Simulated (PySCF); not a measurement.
## Static response to an electric field

Compound: B6H9I.
Geometry (PBE0-D3(BJ)/def2-SVP, Å), atoms numbered from 1 in this order:
```
atom  x, y, z in Å
B1    -0.8842   -1.2850    0.0679
B2    -1.0660    0.1404    1.0376
B3     1.0099    0.5309   -0.8423
B4     0.1482    1.3426    0.5012
B5     0.5692   -0.3495    0.6186
B6     0.3207   -1.0556   -1.0300
H7    -1.3658   -2.2889    0.5133
H8    -1.6554    0.2424    2.0759
H9     2.0550    0.9186   -1.2796
H10    0.5652    2.2664    1.1383
H11    1.3730   -0.7549    1.4094
I12    1.4717   -2.5331   -2.0823
H13   -1.8119   -0.3178    0.0140
H14   -1.1606    1.4056    0.4828
H15    0.2229    1.6550   -0.7772
H16    0.1739    0.0489   -1.7812
```

Level: CAM-B3LYP/def2-SVPD (PySCF), static field, nuclei fixed, core orbitals frozen in the response. The polarisability tensor in these axes (au):

```
x   110.78  -8.19 -19.93
y    -8.19 130.47  21.62
z   -19.93  21.62 115.90
```

Q: What are the eigenvalues, a third of the trace, and Δα (Δα² = ½Σ(αi − αj)² over the three pairs)?

A: Principal values 90.93, 112.06 and 154.16 au; mean 119.05 au = 17.64 Å³ = 19.63 × 10⁻⁴⁰ C²·m²/J; Δα = 55.75 au (47 % of the mean).

Q: What is the dipole moment, and where does it point?

A: (-1.95, 3.61, 0.23) D, 4.11 D in size, pointing from the negative to the positive side. Measured along this direction, the outermost atoms are I12 at the negative end and H14 and H10 at the positive end.

Q: Orientational against electronic polarisability at 350 K (dilute gas, rigid molecules)?

A: In Gaussian units μ²/3kT = 116.57 Å³ against 17.64 Å³, a ratio of 6.61; the Debye molar polarisation (4π/3)N_A(α + μ²/3kT) is 338.6 cm³/mol, leaving out the vibrational part.

Q: What depolarisation ratio follows for Rayleigh scattering of linearly polarised light, taking the static tensor?

A: ρ = 3Δα²/(45ᾱ² + 4Δα²) = 9323.9/(637778 + 12431.9) = 0.0143.

Q: Find the Langevin capture rate constant for O2+ (31.990 u) meeting this molecule (202.031 u), k = 2.342 × 10⁻⁹ cm³/s × √(α in Å³ / reduced mass in u).

A: The reduced mass is 27.62 u, so k = 1.87 × 10⁻⁹ cm³/s. The formula leaves out the permanent dipole, which adds to the capture rate.

Q: Estimate the molar refractivity from the static electronic polarisability.

A: Lorentz–Lorenz: R = (4π/3)N_A α = 2.5225 cm³/(mol·Å³) × 17.64 Å³ = 44.5 cm³/mol, in the limit of long wavelengths.

Q: Directions of the eigenvectors, and the extent of the frame along each?

A: Largest value along (-0.41, 0.69, 0.60), where the nuclei span 5.68 Å; middle along (0.67, 0.67, -0.32), 5.01 Å; least along (0.62, -0.27, 0.73), 3.30 Å. The response follows the extents in order.

Geometry: PBE0-D3(BJ)/def2-SVP; no solvent, vibrations or thermal averaging. Atoms past krypton carry effective core potentials; spin–orbit coupling is left out.

These values come from a run that also computed excited states and ΔSCF ions. Time: 4.5 min wall (with the writing of density and orbital grids); peak memory 1.3 GiB. Hardware: one thread, Arm Neoverse V1 (aarch64), on a shared host.
